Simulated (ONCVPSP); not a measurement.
**Ga: excitation energies, all-electron against ONCV**

ONCVPSP 4.0.1 input, shortened (lines: element, Z, core and valence counts, functional; n l f; lmax; l rc ep ncon nbas qcut; lloc lpopt rc5 dvloc0; l nproj debl; icmod fcfact rcfact), PBE, scalar-relativistic:

```
  Ga 31.00    3    4        4      upf
    1    0    2.00
    2    0    2.00
    2    1    6.00
    3    0    2.00
    3    1    6.00
    3    2   10.00
    4    0    1.50
    2
    0    0.95    0.00    3    7   14.30
    1    0.90    0.00    3    6   16.90
    2    0.70    0.00    4    9   14.40
    2    5    0.70    0.00
    0    2    2.40
    1    2    0.40
    2    0    1.20
    3    2.50    1.60
```

In the p channel the program set the typed energies aside and used -4.153, 0.250 Ha.

Energies are relative to the spin-unpolarised reference configuration 3s2 3p6 3d10 4s1.5; without spin polarisation the order of configurations can differ from experiment.

Q: Give the all-electron excitation energy and the error of the potential for: 3s2 3p6 3d10 4s2 4p1; 3s2 3p6 3d10 4s2; 3s2 3p6 3d10 4s1; 3s2 3p6 3d9 4s2 4p2.

A:

```json
{"valence configuration": "3s2 3p6 3d10 4s2 4p1", "charge": "0", "ΔE all-electron (eV)": "-15.035", "error AE − PS (meV)": "+1.6"}
{"valence configuration": "3s2 3p6 3d10 4s2", "charge": "+1", "ΔE all-electron (eV)": "-9.347", "error AE − PS (meV)": "+0.8"}
{"valence configuration": "3s2 3p6 3d10 4s1", "charge": "+2", "ΔE all-electron (eV)": "11.782", "error AE − PS (meV)": "-0.8"}
{"valence configuration": "3s2 3p6 3d9 4s2 4p2", "charge": "0", "ΔE all-electron (eV)": "5.280", "error AE − PS (meV)": "-1.1"}
```
